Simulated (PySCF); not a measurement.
C2H8N2Si, SMILES C/C=N/[SiH2]N.

Geometry: B3LYP-D3(BJ)/def2-SVP. The structure was generated by enumeration; whether it is a known compound was not checked. Other conformers were not sampled.

Vertical ionisation energy (IE) and electron affinity (EA) in eV. Rows of orbital energies are one-electron estimates. Where ΔSCF, EOM or ADC give a negative EA the extra electron is unbound and the value depends on the basis.

```csv
level,IE,EA
"−ε(HOMO), −ε(LUMO), r2SCAN/def2-TZVP (PySCF)",(withheld),(withheld)
"−ε(HOMO), −ε(LUMO), PBE/def2-TZVP (PySCF)",5.44,1.56
```

Q: What belongs in the gaps? (Estimate from the structure and the level; the computed values follow.)

A: 
- −ε(HOMO), −ε(LUMO), r2SCAN/def2-TZVP (PySCF), IE: 5.70
- −ε(HOMO), −ε(LUMO), r2SCAN/def2-TZVP (PySCF), EA: 1.34
